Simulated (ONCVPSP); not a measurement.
Varying the ONCV potential for Mn (Z = 25)

Base potential:

Mn, optimised norm-conserving Vanderbilt (ONCV), made with ONCVPSP 4.0.1 (BLYP, scalar-relativistic). Core [Ar], reference 3d5 4s2. Waves: 4s: rc 2.75 bohr, ncon 3, nbas 8, qcut 2.2 1/bohr, 2 projectors, debl 1.5 Ha; p scattering state at 0.11 Ha: rc 2.30 bohr, ncon 4, nbas 9, qcut 2.9 1/bohr, 2 projectors, debl 2.3 Ha; 3d: rc 1.80 bohr, ncon 5, nbas 9, qcut 7.7 1/bohr, local. Local part: the d channel. Core correction: Teter function, fcfact 3.75, rcfact 1.3.

Cutoffs, loose and tight: the cutoffs (Ha) at which the residual kinetic energy of the hardest occupied pseudo-wave falls to 1 and 0.1 mHa per electron. They do not see the model core or the augmentation charge, which bear on the density cutoff. Test errors are all-electron minus pseudo excitation energies from the reference, over the configurations 3d5 4s1; 3d5 4s0; 3d4 4s0; 3d5 4s0 4p1. A dash means not determined; rows that change the core or the reference have their own tests.

A true bound ghost makes a file unfit for plane-wave use even where its test errors are small: the radial tests pick states by their node count and pass the ghost by.

```csv
change,outcome,"cutoff, loose","cutoff, tight",bound ghosts,GHOST(+) flags above zero,largest test error (meV)
base,generated,29 Ha,80 Ha,s,p,-482
s: qcut 1.4,generated,29 Ha,80 Ha,s,p,-710
s: qcut 1.7,generated,29 Ha,80 Ha,s,p,-653
s: qcut 2,generated,29 Ha,80 Ha,s,p,-561
```

Question: What comes out with this change to the base: s: qcut 3.3?

Answer: outcome: generated; cutoff, loose: 29 Ha; cutoff, tight: 80 Ha; bound ghosts: s; GHOST(+) flags above zero: p; largest test error (meV): -192.

Question: What comes out with this change to the base: s: qcut 2.6?

Answer: outcome: generated; cutoff, loose: 29 Ha; cutoff, tight: 80 Ha; bound ghosts: s; GHOST(+) flags above zero: p; largest test error (meV): -348.

Question: What comes out with this change to the base: s: qcut 2.8?

Answer: outcome: generated; cutoff, loose: 29 Ha; cutoff, tight: 80 Ha; bound ghosts: s; GHOST(+) flags above zero: p; largest test error (meV): -294.

Reading the sweep of the qcut of the s channel (base included, trends over the rows without a ghost): Bound ghosts are found at 1.4, 1.7, 2, 2.2, 2.6, 2.8, 3.3 1/bohr. Every judged row has one, so this setting neither creates nor removes them.
